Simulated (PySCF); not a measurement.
System: sum formula H$_{2}$SiO$_{3}$F, charge 0, multiplicity 2. It need not be the lowest isomer of its formula. SMILES: [O][Si](O)(O)F
Geometry from a B3LYP-D3(BJ)/def2-TZVP (Ansatz) optimisation:
```xyz
7

Si    -0.0273     0.0224    -0.0097
F     -0.0261    -0.4024     1.5264
O     -0.2743     1.6458    -0.1627
O      1.4359    -0.2322    -0.6701
O     -1.1821    -0.8018    -0.7829
H      2.2210     0.0832    -0.2133
H     -1.4411    -1.6696    -0.4635
```
Charge 0, spin multiplicity 2.

Dispersion corrections to the total energy (kcal/mol) from the dftd3 and dftd4 libraries through PySCF: D3(BJ) without and D4 with the three-body term, each with the damping fitted for the functional named.

```tsv
functional	D3(BJ)	D4
PBE0	-2.27	?
TPSS	-3.33	-4.25
BLYP	-5.77	-7.10
HF	-23.20	?
B2GP-PLYP	?	-1.28
LC-wPBE	-2.48	-3.49
HSE06	-1.70	-2.40
```

Some entries are withheld; supply them.


- PBE0, D4: -2.60
- HF, D4: -11.82
- B2GP-PLYP, D3(BJ): -1.89
